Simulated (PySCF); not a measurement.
# `CC=C=C=C=C(C)C#N`, C8H7N

Geometry (Å), atoms numbered from 1 in this order:
```xyz
16

C     3.701   -0.631    0.005
C     2.702    0.299    0.617
C     1.395    0.202    0.492
C     0.121    0.100    0.363
C    -1.145    0.007    0.232
C    -2.466   -0.099    0.106
C    -3.337   -0.887    1.049
C    -3.105    0.569   -0.988
N    -3.656    1.097   -1.863
H     4.322   -1.097    0.787
H     3.215   -1.424   -0.577
H     4.385   -0.076   -0.657
H     3.091    1.133    1.219
H    -3.862   -1.690    0.508
H    -4.103   -0.237    1.500
H    -2.732   -1.333    1.848
```

Computed, not measured: TDDFT CAM-B3LYP/aug-cc-pVDZ circular dichroism and optical rotation, one conformer, gas phase (PySCF 2.14.0). Geometry: PBE0-D3(BJ)/def2-SVP.

No stereocentre is labelled: unless the shape is locked (an allene, a helicene, a hindered biaryl), the mirror image is equally populated and a measured rotation or CD is zero.

Draw the ECD and absorption spectra from the lowest 12 states, each a Gaussian of half-width 0.25 eV at 1/e height.


| E (eV) | λ (nm) | Δε (L mol⁻¹ cm⁻¹) | ε (L mol⁻¹ cm⁻¹) |
| --- | --- | --- | --- |
| 3.02 | 410 | 0.00 | 0.107 |
| 3.12 | 397 | 0.00 | 0.451 |
| 3.22 | 385 | +0.01 | 1.38 |
| 3.32 | 373 | +0.02 | 3.09 |
| 3.42 | 362 | +0.03 | 5.04 |
| 3.52 | 352 | +0.05 | 6.11 |
| 3.62 | 342 | +0.05 | 5.75 |
| 3.72 | 333 | +0.06 | 4.72 |
| 3.82 | 324 | +0.06 | 4.44 |
| 3.92 | 316 | +0.06 | 10.3 |
| 4.02 | 308 | +0.05 | 57.8 |
| 4.12 | 301 | +0.03 | 311 |
| 4.22 | 294 | +0.05 | 1250 |
| 4.32 | 287 | +0.10 | 3670 |
| 4.42 | 280 | +0.22 | 7810 |
| 4.52 | 274 | +0.33 | 12100 |
| 4.62 | 268 | +0.38 | 13600 |
| 4.72 | 263 | +0.31 | 11100 |
| 4.82 | 257 | +0.18 | 6560 |
| 4.92 | 252 | +0.06 | 3000 |
| 5.02 | 247 | -0.11 | 2100 |
| 5.12 | 242 | -0.62 | 6080 |
| 5.22 | 237 | -2.19 | 20500 |
| 5.32 | 233 | -5.53 | 51900 |
| 5.42 | 229 | -10.17 | 95300 |
| 5.52 | 225 | -13.58 | 127000 |
| 5.62 | 221 | -13.19 | 123000 |
| 5.72 | 217 | -9.43 | 86800 |
| 5.82 | 213 | -5.37 | 44500 |
| 5.92 | 209 | -3.40 | 16800 |
| 6.02 | 206 | -3.45 | 5000 |
| 6.12 | 203 | -3.90 | 1480 |
| 6.22 | 199 | -3.44 | 617 |
| 6.32 | 196 | -2.13 | 352 |
| 6.42 | 193 | -0.89 | 303 |
| 6.52 | 190 | -0.46 | 481 |
| 6.62 | 187 | -1.05 | 876 |
| 6.72 | 184 | -2.34 | 1320 |

Δε uses R in velocity form, ε uses f in length form. Only the states computed contribute, so the short-wavelength end is incomplete.
